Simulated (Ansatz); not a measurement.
Geometry optimisation, UKS r2SCAN/6-31G in Ansatz 0.2.0.

Input file:

```yaml
crystal:
  periodic: [false, false, false]
  atoms:
    - { symbol: B, position_ang: [0.153003, -0.950552, 0.327968] }
    - { symbol: Cl, position_ang: [-2.480114, 0.599305, -0.498993] }
    - { symbol: Cl, position_ang: [0.00567, -2.268195, -0.885507] }
    - { symbol: Cl, position_ang: [-0.332997, -1.298053, 2.023137] }
    - { symbol: H, position_ang: [-1.332303, 1.257766, -0.510184] }
    - { symbol: C, position_ang: [0.841416, 0.422644, -0.050495] }
    - { symbol: H, position_ang: [0.524563, 1.241957, 0.60582] }
    - { symbol: H, position_ang: [1.927136, 0.311851, 0.094018] }
    - { symbol: H, position_ang: [0.693627, 0.683277, -1.105564] }
magnetization:
  spin_polarized: true
basis:
  gaussian: { orbitals: "6-31G" }
hamiltonian:
  xc: r2scan
relax:
  f_tol: 0.03
  max_steps: 50
```

Run as:

```bash
$ ansatz run input.yaml --threads 2 --pin off --max-ram 3072MiB --backend cpu --events-out ev --progress --plain --runs-dir out
```

Q: Where does it end, and by what steps?

A: The forces met the threshold. The force dipped under the threshold on the way, but the program's further checks kept it going. Limits of this set-up: no polarisation functions. After 25 steps the energy has fallen by 0.131 eV; H5 moved furthest, 1.62 Å.

```
step  energy less start (eV)  largest force component (eV/Å)  accepted
   0                  0.0000                           0.562       yes
   1                 -0.0417                           0.341       yes
   2                 -0.0108                           0.688        no
   3                 -0.0509                           0.116       yes
   4                 -0.0570                           0.074       yes
   5                 -0.0631                           0.269       yes
   6                 -0.0661                           0.531       yes
   7                 -0.0786                           0.260       yes
   8                 -0.0869                           0.034       yes
   9                 -0.0726                           0.933        no
  10                 -0.0890                           0.030       yes
  11                 -0.0896                           0.308       yes
  12                 -0.0898                           0.470       yes
  13                 -0.1012                           0.016       yes
  14                 -0.0999                           0.450        no
  15                 -0.1033                           0.075       yes
  16                 -0.1041                           0.279       yes
  17                 -0.1107                           0.024       yes
  18                 -0.1103                           0.309        no
  19                 -0.1124                           0.088       yes
  20                 -0.1132                           0.206       yes
  21                 -0.1069                           0.551        no
  22                 -0.1177                           0.066       yes
  23                 -0.1201                           0.080       yes
  24                 -0.1221                           0.252       yes
  25                 -0.1307                           0.023       yes
```

```xyz
9
Properties=species:S:1:pos:R:3
B 0.220 -0.876 0.319
Cl -2.256 0.936 -1.064
Cl 0.032 -2.321 -0.741
Cl -0.678 -0.891 1.894
H -2.839 1.211 0.087
C 1.181 0.278 -0.053
H 0.975 1.196 0.506
H 2.214 -0.027 0.179
H 1.151 0.494 -1.127
```

Whether the end is a true minimum wasn't checked by a vibrational analysis.

The run took 2.5 min on 2 threads of Arm Neoverse V1, with other jobs on the host, peak memory 0.22 GiB.
